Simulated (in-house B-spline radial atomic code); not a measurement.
Radial electron density of Mg2+, [He] 2s2 2p6. Method: scalar-relativistic (X2C) LDA VWN5, spin-polarised, spherical fractional occupations, Fermi nucleus of rms radius 3.057 fm. Calculated with a B-spline radial code for spherical atoms.

Columns: r (bohr), 4πr²n(r) (electrons per bohr), bar.

```
 0.00494   0.3158 #
 0.00576   0.4185 #
 0.00673    0.555 ##
 0.00786   0.7327 ##
 0.00918   0.9634 ###
  0.0107    1.256 ####
  0.0125    1.634 #####
  0.0146    2.111 #######
  0.0171    2.717 #########
  0.0199    3.429 ###########
  0.0233     4.32 ##############
  0.0272    5.348 ##################
  0.0318    6.533 ######################
  0.0371     7.82 ##########################
  0.0433    9.176 ###############################
  0.0506    10.52 ###################################
  0.0591    11.74 #######################################
   0.069    12.68 ##########################################
  0.0805     13.2 ############################################
   0.094    13.22 ############################################
    0.11    12.65 ##########################################
   0.128    11.62 #######################################
    0.15    10.23 ##################################
   0.175     8.88 ##############################
   0.204    7.872 ##########################
   0.239    7.473 #########################
   0.279    7.815 ##########################
   0.325    8.721 #############################
    0.38    9.869 #################################
   0.444    10.75 ####################################
   0.518    10.97 #####################################
   0.605     10.3 ##################################
   0.706    8.841 #############################
   0.825    6.858 #######################
   0.963    4.786 ################
    1.13    2.916 ##########
    1.31    1.629 #####
    1.53   0.7643 ###
    1.79   0.2996 #
    2.09  0.09789 
    2.44  0.02565
```

On this grid the curve has 2 maxima, near 0.094, 0.518 bohr.

The 2s up radial function P(r) = rR(r), positive near the nucleus:

```json
{"r (bohr)": "0.00167", "P": "0.0353"}
{"r (bohr)": "0.00227", "P": "0.04729"}
{"r (bohr)": "0.0031", "P": "0.0635"}
{"r (bohr)": "0.00423", "P": "0.0849"}
{"r (bohr)": "0.00576", "P": "0.1128"}
{"r (bohr)": "0.00786", "P": "0.1492"}
{"r (bohr)": "0.0107", "P": "0.1951"}
{"r (bohr)": "0.0146", "P": "0.2526"}
{"r (bohr)": "0.0199", "P": "0.3209"}
{"r (bohr)": "0.0272", "P": "0.3984"}
{"r (bohr)": "0.0371", "P": "0.4762"}
{"r (bohr)": "0.0506", "P": "0.5395"}
{"r (bohr)": "0.069", "P": "0.5626"}
{"r (bohr)": "0.094", "P": "0.51"}
{"r (bohr)": "0.128", "P": "0.3433"}
{"r (bohr)": "0.175", "P": "0.03367"}
{"r (bohr)": "0.239", "P": "-0.3943"}
{"r (bohr)": "0.325", "P": "-0.8411"}
{"r (bohr)": "0.444", "P": "-1.165"}
{"r (bohr)": "0.605", "P": "-1.22"}
{"r (bohr)": "0.825", "P": "-0.992"}
{"r (bohr)": "1.13", "P": "-0.6076"}
{"r (bohr)": "1.53", "P": "-0.2744"}
{"r (bohr)": "2.09", "P": "-0.07902"}
```
